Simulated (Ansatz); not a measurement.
## Energy profile

The step: SiNH₃F₂ ([NH2][SiH]([F])[F]) + HCl → SiHClF₂ ([F][SiH]([F])[Cl]) + NH₃ (still joined by a long Si–N bond); bonds formed: Si1–Cl7, N2–H6; bonds broken: H6–Cl7; bonds weakened to dative contacts: Si1–N2 (atoms numbered as in the saddle structure below).

```json
{"atom": "Si1", "x (Å)": "-0.7698", "y (Å)": "-0.4585", "z (Å)": "-0.2128"}
{"atom": "N2", "x (Å)": "0.9559", "y (Å)": "0.0849", "z (Å)": "-0.1419"}
{"atom": "F3", "x (Å)": "-0.6872", "y (Å)": "-1.6234", "z (Å)": "-1.2970"}
{"atom": "F4", "x (Å)": "-1.0662", "y (Å)": "-1.1922", "z (Å)": "1.1438"}
{"atom": "H5", "x (Å)": "-1.7250", "y (Å)": "0.5129", "z (Å)": "-0.7237"}
{"atom": "H6", "x (Å)": "0.7415", "y (Å)": "0.9999", "z (Å)": "0.5412"}
{"atom": "Cl7", "x (Å)": "-0.3748", "y (Å)": "1.9199", "z (Å)": "1.4119"}
{"atom": "H8", "x (Å)": "1.3596", "y (Å)": "0.3436", "z (Å)": "-1.0373"}
{"atom": "H9", "x (Å)": "1.5662", "y (Å)": "-0.5871", "z (Å)": "0.3158"}
```

Electronic energies by CCSD(T) at an estimated basis limit (MP2 extrapolated from triple and quadruple zeta, plus CCSD(T) − MP2 in triple zeta), on PBE0-D4/def2-TZVP structures; SiNH4ClF2, closed shell; no counterpoise correction. Computed with Ansatz 0.2.0 (basis: def2-TZVPP and def2-QZVPP); correlated methods freeze the cores. Extrapolation: Hartree–Fock as exp(−7.88 √X), correlation as X^−2.97.

Question: Give the profile in kcal/mol, counted from the separated reactants. (Judge from chemistry; the value comes from the calculation.)

Answer: Computed:
| point | kcal/mol |
| --- | --- |
| separated: SiNH3F2 (linked as [NH2][SiH]([F])[F]; Si1, N2, F3, F4, H5, H8, H9; singlet) + HCl (H6, Cl7; singlet) | 0.00 |
| start structure | -3.92 |
| saddle | 7.30 |
| end structure | -11.58 |
| separated: SiHClF2 (linked as [F][SiH]([F])[Cl]; Si1, F3, F4, H5, Cl7; singlet) + NH3 (N2, H6, H8, H9; singlet) | -6.78 |

T1 diagnostic: at most 0.011.

Hydrogen chloride, the by-product of chloride precursors, can attack films and sites by steps of this kind.

For scale, one of the runs: CCSD(T)/def2-TZVPP, 233 basis functions, launched by `ansatz run in.yaml --threads 4 --pin off --events-out ev --progress --plain --max-ram 9574MiB`. The run took 100 s on 4 CPU threads of an Arm Neoverse V2 (shared host), with 4.2 GiB of host memory at its peak.
